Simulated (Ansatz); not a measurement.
Basis sets compared for In₆Sb₆H₁₈, a cluster cut from wurtzite InSb (hydrogen-capped). Charge 0, multiplicity 1. Geometry PBE-D4/def2-SVP. Ansatz on 2 threads of AMD EPYC 7R13 on a shared host and a share (18 GiB) of an NVIDIA H100 80GB HBM3; times are rough, and most runs start from earlier orbitals.

```xyz
30

Sb   -2.258   -2.138    0.735
In   -0.753   -0.973    2.941
In    1.959   -3.301    0.100
Sb    1.900   -1.126    2.022
Sb   -1.529    1.736    2.202
In    2.874    1.609    1.966
In   -1.709   -1.692   -2.091
Sb    1.101   -1.727   -2.184
Sb   -2.305    1.152   -1.888
In   -0.809    3.071   -0.285
In    1.894    0.865   -3.224
Sb    1.853    2.254   -0.674
H    -2.462   -3.819    1.014
H    -3.914   -1.730    0.992
H    -1.422   -1.430    4.481
H     0.556   -4.266    0.505
H     3.599   -3.819   -0.137
H     2.597   -1.797    3.448
H    -3.248    1.804    2.317
H    -1.239    2.793    3.522
H     1.801    2.463    3.055
H     4.610    1.609    1.935
H    -2.862   -2.514   -3.102
H     1.271   -2.795   -3.526
H    -3.954    1.280   -1.402
H    -2.552    1.794   -3.461
H    -1.507    4.662   -0.380
H     3.526    0.781   -3.812
H     0.464    1.449   -4.048
H     2.519    3.806   -1.022
```

In the def2 sets In, Sb take a core potential; there is no spin–orbit coupling. Single mean-field runs in def2-SVP, def2-TZVP are fitted with def2-universal-jkfit.

Binding counts from free atoms (Sb quartet, In doublet, H doublet) in the same basis, without a counterpoise term.

```tsv
level	functions	energy (Eh)	HOMO (eV)	LUMO (eV)	binding per atom (eV)	wall time
PBE-D4/def2-SVP	402	-2593.2319	-5.82	-2.62	2.15	18 s
PBE0-D4/def2-SVP	402	-2593.3336	-6.68	-1.92	2.14	17 s
```

Task: Estimate the rows for PBE-D4/def2-TZVP (with forces), PBE0-D4/def2-TZVP (with forces).

Result: 
```tsv
level	functions	energy (Eh)	HOMO (eV)	LUMO (eV)	binding per atom (eV)	wall time
PBE-D4/def2-TZVP (with forces)	708	-2593.3371	-5.88	-2.72	2.17	18 s
PBE0-D4/def2-TZVP (with forces)	708	-2593.4252	-6.70	-1.99	2.16	18 s
```
